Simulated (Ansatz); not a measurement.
`CC(C)[NH][In]([Cl])[Cl]` + H–F → `[F][In]([Cl])[Cl]` + `CC(C)N` at 600 K and 1 bar (ligand exchange at the In–N bond).

Gas-phase electronic energies from Ansatz, PBE0-D4/def2-TZVP geometries. CCSD(T)/CBS is the MP2 limit (def2-TZVPP, def2-QZVPP) plus CCSD(T) − MP2 in def2-TZVPP, frozen cores. This one scheme is used for every species. def2 core potentials past Kr. For In outer-core shells are correlated without core-valence functions, which leaves a few kJ/mol of doubt a bond. Each species was taken in one conformer, which may not be the lowest.

```
                  species  CCSD(T)/CBS energy (Eh)  H − E (kJ/mol)  S (J/(mol·K))
`CC(C)[NH][In]([Cl])[Cl]`              -1283.16802           382.1          581.0
                      H–F               -100.39570            42.3          194.0
      `[F][In]([Cl])[Cl]`              -1209.28900            51.6          394.1
                 `CC(C)N`               -174.28253           372.6          384.6
```

H − E and S are ideal-gas, rigid-rotor, harmonic terms from PBE0-D4/def2-TZVP, for one conformer and one mirror image of each species. 1 Eh = 2625.50 kJ/mol, R = 8.31446 J/(mol·K).

Q: By hand: ΔE, ΔH, ΔS and ΔG.

A: ΔE = (-1209.28900) + (-174.28253) − (-1283.16802) − (-100.39570) = -0.00781 Eh = -20.5 kJ/mol. Δ(H − E) = 51.6 + 372.6 − 382.1 − 42.3 = -0.2, so ΔH = -20.7 kJ/mol. ΔS = 394.1 + 384.6 − 581.0 − 194.0 = 3.7 J/(mol·K). ΔG = -20.7 − 600 × (3.7)/1000 = -22.9 kJ/mol.

Q: By hand: the equilibrium constant, and the temperature at which ΔG would vanish if ΔH and ΔS stayed fixed.

A: log₁₀ K = −ΔG/(RT ln 10) = 2.0. ΔH and −TΔS have one sign here, so there is no such temperature.

The number of gas molecules stays the same, so ΔS is small and ΔH decides. A doubt of 5 kJ/mol in ΔE shifts log₁₀ K by 0.4 here. Other conformers and mirror images would add mixing entropy, several J/(mol·K) or more a flexible species. Modes under 60 cm⁻¹, often nearly free rotors, make the harmonic entropy too high. These are equilibria of isolated gas molecules and say nothing of rates. Largest T1 diagnostic: 0.014 (customary marks: 0.02 for closed shells, 0.045 for open ones).

ΔS is within the doubt of such terms, so its sign, and with it that verdict, could turn.
